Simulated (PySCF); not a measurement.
HCl$_{2}$ISi, singlet, geometry from GFN2-xTB (core potentials on I); DF-B3LYP/def2-SVPD in PySCF.

PySCF was given this input:
```python
from pyscf import gto, scf, dft

mol = gto.Mole()
mol.atom = '''
    Si   -0.951218    0.023098    0.543714
    Cl   -1.905670   -1.564987   -0.220691
    Cl   -1.725854    1.722969   -0.180474
    I     1.434596   -0.056688   -0.052475
    H    -0.980606   -0.004598    1.988995
'''
mol.basis = 'def2-svpd'
mol.ecp = {'I': 'def2-svpd'}
mol.charge = 0
mol.spin = 0
mol.verbose = 4
mol.max_memory = 1800
mol.build()

mf = dft.RKS(mol)
mf.xc = 'b3lyp'
mf = mf.density_fit(auxbasis='def2-universal-jkfit')
mf.kernel()
```

Output, abridged:

```
PySCF version 2.14.0

[INPUT] verbose = 4
[INPUT] num. atoms = 5
[INPUT] num. electrons = 74
[INPUT] charge = 0
[INPUT] spin (= nelec alpha-beta = 2S) = 0
[INPUT] symmetry False subgroup None
[INPUT] Mole.unit = angstrom
[INPUT] Symbol           X                Y                Z      unit          X                Y                Z       unit  Magmom
[INPUT]  1 Si    -0.951218000000   0.023098000000   0.543714000000 AA   -1.797541504757   0.043648894025   1.027470550092 Bohr   0.0
[INPUT]  2 Cl    -1.905670000000  -1.564987000000  -0.220691000000 AA   -3.601194383800  -2.957396818505  -0.417045548156 Bohr   0.0
[INPUT]  3 Cl    -1.725854000000   1.722969000000  -0.180474000000 AA   -3.261391390985   3.255939531116  -0.341046432605 Bohr   0.0
[INPUT]  4 I      1.434596000000  -0.056688000000  -0.052475000000 AA    2.710993539397  -0.107124794549  -0.099163378387 Bohr   0.0
[INPUT]  5 H     -0.980606000000  -0.004598000000   1.988995000000 AA   -1.853076776105  -0.008688960721   3.758655813129 Bohr   0.0

nuclear repulsion = 386.266111221511
number of shells = 49
number of NR pGTOs = 212
number of NR cGTOs = 121
basis = def2-svpd
ecp = {'I': 'def2-svpd'}

******** <class 'pyscf.df.df_jk.DFRKS'> ********
method = DFRKS
initial guess = minao
damping factor = 0
level_shift factor = 0
DIIS = <class 'pyscf.scf.diis.CDIIS'>
diis_start_cycle = 1
diis_space = 8
diis_damp = 0
SCF conv_tol = 1e-09
SCF conv_tol_grad = None
SCF max_cycles = 50
direct_scf = False
XC library pyscf.dft.libxc version 7.1.2
    S. Lehtola, C. Steigemann, M. J. T. Oliveira, and M. A. L. Marques,  SoftwareX 7, 1–5 (2018)
XC functionals = b3lyp
    P. J. Stephens, F. J. Devlin, C. F. Chabalowski, and M. J. Frisch,  J. Phys. Chem. 98, 11623 (1994)
radial grids:
    Treutler-Ahlrichs [JCP 102, 346 (1995); DOI:10.1063/1.469408] (M4) radial grids

becke partition: Becke, JCP 88, 2547 (1988); DOI:10.1063/1.454033
pruning grids: <function nwchem_prune>
grids dens level: 3
symmetrized grids: False
atomic radii adjust function: <function treutler_atomic_radii_adjust>
small_rho_cutoff = 0
Set gradient conv threshold to 3.16228e-05
Initial guess from minao.
tot grids = 88712
******** <class 'pyscf.df.df.DF'> ********
auxbasis = def2-universal-jkfit
init E= -1477.00075478193
  HOMO = -0.616319276559436  LUMO = -0.574192328323542  gap/eV = 1.14633
cycle= 1 E= -1505.90216813763  delta_E= -28.9  |g|= 3.25  |ddm|= 10.9
  HOMO = -0.0592390105384445  LUMO = -0.0319446625837505  gap/eV = 0.74272
cycle= 2 E= -1498.10741672172  delta_E= 7.79  |g|=  4.1  |ddm|= 25.1
  HOMO = -0.188852733327602  LUMO = -0.156878189144113  gap/eV = 0.87007
cycle= 3 E= -1506.56546528363  delta_E= -8.46  |g|= 1.92  |ddm|= 24.2
  HOMO = -0.351633231233786  LUMO = -0.113367277008599  gap/eV = 6.48355
cycle= 4 E= -1508.04049155696  delta_E= -1.48  |g|= 0.44  |ddm|= 3.21
  HOMO = -0.242058137047806  LUMO = -0.0476948738592217  gap/eV = 5.28889
cycle= 5 E= -1508.06151884479  delta_E= -0.021  |g|= 0.351  |ddm|= 1.44
  HOMO = -0.271965364122223  LUMO = -0.0427139815071235  gap/eV = 6.23825
cycle= 6 E= -1508.09534604705  delta_E= -0.0338  |g|= 0.108  |ddm|= 0.648
  HOMO = -0.282477964564612  LUMO = -0.0543254689087232  gap/eV = 6.20835
cycle= 7 E= -1508.09922657883  delta_E= -0.00388  |g|= 0.0121  |ddm|= 0.184
  HOMO = -0.283975246601575  LUMO = -0.0541413226086474  gap/eV = 6.25410
cycle= 8 E= -1508.099267771  delta_E= -4.12e-05  |g|= 0.00596  |ddm|= 0.0291
  HOMO = -0.283688834208911  LUMO = -0.0541681377451886  gap/eV = 6.24558
cycle= 9 E= -1508.09927908076  delta_E= -1.13e-05  |g|= 0.00081  |ddm|= 0.00997
  HOMO = -0.283631283283818  LUMO = -0.0541025812273525  gap/eV = 6.24579
cycle= 10 E= -1508.09927926601  delta_E= -1.85e-07  |g|= 0.000314  |ddm|= 0.00161
  HOMO = -0.283593866288471  LUMO = -0.0540895661874614  gap/eV = 6.24513
cycle= 11 E= -1508.09927930037  delta_E= -3.44e-08  |g|= 7.35e-05  |ddm|= 0.00059
  HOMO = -0.283597664031662  LUMO = -0.0540959153626423  gap/eV = 6.24506
cycle= 12 E= -1508.09927930183  delta_E= -1.46e-09  |g|= 2.85e-05  |ddm|= 0.000153
  HOMO = -0.283601100346702  LUMO = -0.0540964803052813  gap/eV = 6.24514
cycle= 13 E= -1508.09927930213  delta_E= -3.03e-10  |g|= 5.11e-06  |ddm|= 5.36e-05
  HOMO = -0.283600570521851  LUMO = -0.0540963520018262  gap/eV = 6.24513
Extra cycle  E= -1508.09927930213  delta_E= -5.68e-12  |g|= 4.82e-06  |ddm|= 1.51e-05
converged SCF energy = -1508.09927930213
```
